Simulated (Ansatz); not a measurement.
Relaxation of C3H7FSi (12 atoms, charge 0, multiplicity 1), to a largest force component of 0.02 eV/Å in at most 40 steps.

All numbers below come from Ansatz 0.2.0, RKS PBE0/STO-3G.

```xyz
12
Properties=species:S:1:pos:R:3
F -2.562 -0.401 0.155
C -1.911 0.735 0.488
C -0.670 0.913 0.103
C 0.207 -0.054 -0.735
Si 1.594 -0.882 0.098
H -2.503 1.430 1.084
H -0.102 1.826 0.426
H -0.492 -0.838 -1.110
H 0.499 0.488 -1.574
H 1.156 -1.670 1.314
H 2.541 0.163 0.600
H 2.320 -1.765 -0.816
```

Question: Where does it end, and by what steps?

Answer: The forces met the threshold. Limits of this set-up: minimal basis. After 6 steps the energy has fallen by 0.424 eV; H6 moved furthest, 0.09 Å.

| step | energy less start (eV) | largest force component (eV/Å) | accepted |
| --- | --- | --- | --- |
| 0 | 0.0000 | 4.163 | yes |
| 1 | -0.3766 | 0.874 | yes |
| 2 | -0.3872 | 0.741 | yes |
| 3 | -0.4169 | 0.250 | yes |
| 4 | -0.4232 | 0.094 | yes |
| 5 | -0.4240 | 0.064 | yes |
| 6 | -0.4242 | 0.015 | yes |

```xyz
12
Properties=species:S:1:pos:R:3
F -2.624 -0.396 0.147
C -1.892 0.700 0.497
C -0.623 0.899 0.103
C 0.162 -0.063 -0.767
Si 1.608 -0.860 0.139
H -2.430 1.422 1.138
H -0.123 1.812 0.439
H -0.517 -0.842 -1.135
H 0.549 0.472 -1.647
H 1.132 -1.624 1.266
H 2.512 0.161 0.612
H 2.322 -1.738 -0.757
```

Whether the end is a true minimum wasn't checked by a vibrational analysis.

Run time: 16 s on 1 thread of Intel(R) Xeon(R) Platinum 8259CL CPU @ 2.50GHz (Skylake/Cascade Lake), on a shared host, peak memory 0.13 GiB.
